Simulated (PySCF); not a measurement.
ClFH2O2Si, SMILES Cl[Si](O)(O)F. Atoms are numbered in the order given.

```xyz
7

O     -0.6543     1.6605     0.1691
Si    -0.2246     0.0811     0.2379
O     -1.5657    -0.8347     0.0948
F      0.5366    -0.1964     1.6329
Cl     1.0847    -0.4615    -1.2303
H      0.0206     2.3285     0.3376
H     -2.3845    -0.4570     0.4381
```

Coordinates come from a r2SCAN-D4/def2-SVP optimisation. The values are those of a single conformer.

All values below come from B3LYP/pcSseg-1 in PySCF.

GIAO shieldings, no solvent; atoms listed in one row are averaged. δ = σ(ref) − σ: ¹⁷O against H2O (σ = 333.8 ppm); ²⁹Si against TMS (σ = 338.7 ppm); ¹⁹F against CFCl3 (σ = 161.7 ppm); ³⁵Cl against HCl (σ = 933.3 ppm); ¹H against TMS (σ = 31.68 ppm), references at their B3LYP-D3(BJ)/def2-TZVP geometries, non-relativistic (without spin–orbit terms, shifts of atoms bonded to Cl or Br come out too high).

Computed chemical shifts:
| nucleus | atoms | count | δ (ppm) |
|---|---|---|---|
| ¹⁷O | O1 | 1 | 66.6 |
| ¹⁷O | O3 | 1 | 55.2 |
| ²⁹Si | Si2 | 1 | -56.9 |
| ¹⁹F | F4 | 1 | -128.9 |
| ³⁵Cl | Cl5 | 1 | 25.9 |
| ¹H | H7 | 1 | 2.80 |
| ¹H | H6 | 1 | 2.66 |
